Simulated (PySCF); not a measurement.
# Level sweep

C3H8BN.
SMILES: `C=NB(C)C`

PySCF, dipoles from the SCF density, polarisabilities from static response with core orbitals frozen. Geometry: PBE0-D3(BJ)/def2-SVP; no solvent, vibrations or thermal averaging.

The anisotropy is √(½[(α1 − α2)² + (α2 − α3)² + (α3 − α1)²]).

```json
{"level": "LDA/def2-SVPD", "μ (D)": "1.235", "α (Å³)": "10.24", "anisotropy (Å³)": "6.14"}
{"level": "PBE/def2-SVPD", "μ (D)": "1.237", "α (Å³)": "10.09", "anisotropy (Å³)": "6.07"}
{"level": "B3LYP/def2-SVPD", "μ (D)": "1.342", "α (Å³)": "9.72", "anisotropy (Å³)": "5.65"}
{"level": "PBE0/def2-SVPD", "μ (D)": "1.340", "α (Å³)": "9.61", "anisotropy (Å³)": "5.60"}
{"level": "BHandHLYP/def2-SVPD", "μ (D)": "1.429", "α (Å³)": "9.28", "anisotropy (Å³)": "5.22"}
{"level": "CAM-B3LYP/def2-SVPD", "μ (D)": "1.425", "α (Å³)": "9.49", "anisotropy (Å³)": "5.34"}
{"level": "wB97X-D/def2-SVPD", "μ (D)": "1.418", "α (Å³)": "9.49", "anisotropy (Å³)": "5.33"}
{"level": "LC-wPBE/def2-SVPD", "μ (D)": "1.465", "α (Å³)": "9.18", "anisotropy (Å³)": "5.08"}
{"level": "HF/def2-SVPD", "μ (D)": "1.524", "α (Å³)": "8.88", "anisotropy (Å³)": "4.83"}
{"level": "PBE0/6-31G*", "μ (D)": "1.266", "α (Å³)": "8.05", "anisotropy (Å³)": "5.93"}
{"level": "PBE0/6-31+G*", "μ (D)": "1.328", "α (Å³)": "8.93", "anisotropy (Å³)": "5.96"}
{"level": "PBE0/def2-SVP", "μ (D)": "1.303", "α (Å³)": "8.37", "anisotropy (Å³)": "5.92"}
{"level": "PBE0/aug-cc-pVDZ", "μ (D)": "1.339", "α (Å³)": "9.83", "anisotropy (Å³)": "5.70"}
{"level": "PBE0/def2-TZVP", "μ (D)": "1.338", "α (Å³)": "9.35", "anisotropy (Å³)": "5.84"}
{"level": "PBE0/def2-TZVPD", "μ (D)": "1.334", "α (Å³)": "9.79", "anisotropy (Å³)": "5.65"}
```

The dipole runs from 1.23 D (LDA/def2-SVPD) to 1.52 D (HF/def2-SVPD). No reference polarisability is at hand; against PBE0 in the largest diffuse basis at hand (def2-TZVPD) the other PBE0 rows deviate by 6-31G* -18%, 6-31+G* -9%, def2-SVP -15%, def2-SVPD -2%, aug-cc-pVDZ 0%, def2-TZVP -5%. In one basis (def2-SVPD) the functionals order the polarisability from HF (lowest) to LDA (highest), a spread of 15%. With PBE0 the polarisability is 8.59 Å³ without diffuse functions (mean of 6-31G*, def2-SVP and def2-TZVP) and 9.54 Å³ with them (mean of 6-31+G*, def2-SVPD, aug-cc-pVDZ and def2-TZVPD).
